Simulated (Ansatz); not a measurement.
Reaction (redistribution): `[NH2][Sn][Cl]` + `[CH3][Ge]([CH3])([F])[F]` → `[CH3][Sn][Cl]` + `[CH3][Ge]([NH2])([F])[F]`

Program: Ansatz. Geometries: PBE0-D4/def2-TZVP. ΔE: electronic, gas phase. CCSD(T)/CBS adds triple-zeta CCSD(T) − MP2 to the extrapolated MP2 energy (def2 sets, frozen cores). Functionals use def2-TZVPP. def2 core potentials past Kr. For Ge, Sn outer-core shells are correlated without core-valence functions, which leaves a few kJ/mol of doubt a bond. Scalar relativity is left out up to krypton. Each species was taken in one conformer, which may not be the lowest.

CCSD(T)/CBS gives +54.4 kJ/mol.

**Question.** Another level gave +56.0 kJ/mol. Which?
A. CCSD(T)/def2-TZVPP
B. CAM-B3LYP-D4/def2-TZVPP
C. HF/def2-TZVPP
D. BLYP-D4/def2-TZVPP

**Answer.** B. CAM-B3LYP-D4 56.0, CCSD(T)/def2-TZVPP 50.3, BLYP-D4 60.8, HF/def2-TZVPP 42.8 kJ/mol.

Largest T1 diagnostic among the species: 0.016.

From r2SCAN to r2SCAN0 (25 % exact exchange), in def2-TZVPP and without D4, ΔE moves by −5.1 kJ/mol. In def2-TZVPP, CCSD(T) changes the Hartree–Fock value by +7.5 kJ/mol (the triples alone add +1.8 kJ/mol) and MP2 by +10.0 kJ/mol. At CCSD(T), def2-SVP lies −7.2 kJ/mol from the extrapolated value and def2-TZVPP −4.1 kJ/mol.
